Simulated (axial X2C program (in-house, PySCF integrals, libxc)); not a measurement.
**Potential curves of TeP⁻, scalar-relativistic**

Calculated with an in-house all-electron X2C program for linear molecules (integrals from PySCF). Spin-free means the one-electron spin-free X2C Hamiltonian. Basis: Te dyall-acv3z [12s13p9d5f1g], P dyall-av3z [9s8p3d2f] (cores contracted in-house); Gaussian nuclei, density fitting, unrestricted open shells. Masses: Te 129.906 u, P 30.974 u.

State: M_S = 1, Λ = 0 (beyond evenly filled blocks: π+α, π-α). Energies in eV from the fragments at the same level (Te- + P). Fits are polynomials in 1 − R0/R over 0.85 to 1.23 times the lowest point R0.

| R (Å) | PW91 | HF |
| --- | --- | --- |
| 2.0523 | -2.2428 | -0.0892 |
| 2.1467 | -2.8748 | -0.7495 |
| 2.2175 | -3.1507 | -1.0388 |
| 2.2882 | -3.3014 | -1.1983 |
| 2.3590 | -3.3573 | -1.2607 |
| 2.4416 | -3.3335 | -1.2435 |
| 2.5241 | -3.2413 | -1.1589 |
| 2.6303 | -3.0550 | -0.9896 |
| 2.7600 | -2.7677 | -0.7543 |

One determinant describes the state; a PBE0 search over occupations chose it and may have missed a lower one. Dissociation energies refer to the lowest single-determinant-based atoms at the same level and basis. Other states lie close and PBE0, whose exact exchange favours high spin, may order them wrongly; the determinant shown need not be the ground state. The nearest other spin-free determinant of the search, M_S = 0, Λ = 2, lies 0.61 eV up at the distance of the search. The highest occupied level of some functionals is positive through self-interaction error; at Hartree–Fock it is bound. The determinant is spin-polarised beyond a pure state at some levels (its spin-free form has ⟨S²⟩ too high), which makes Re and μ there less reliable. Spin-free De lacks the spin–orbit lowering of the heavy p-block atom, a tenth of an eV or more for 4p and 5p, up to an eV for 6p and one to two eV for 7p atoms, less what an open-shell molecule gains itself. Hartree–Fock gets electron affinities wrong, so its lowest charge split need not be the true one.

Task: What are Re, ωe and De at the PW91 level?

Result: At PW91, spin-free: Re = 2.376 Å, ωe ≈ 379 cm⁻¹, De = 3.36 eV to Te- + P; Be follows as 0.119 cm⁻¹.

Task: Fit the HF curve near its minimum: give the equilibrium distance, the harmonic wavenumber and the well depth.

Result: At HF, spin-free: Re = 2.382 Å, ωe ≈ 375 cm⁻¹, De = 1.26 eV to Te- + P; Be follows as 0.119 cm⁻¹.
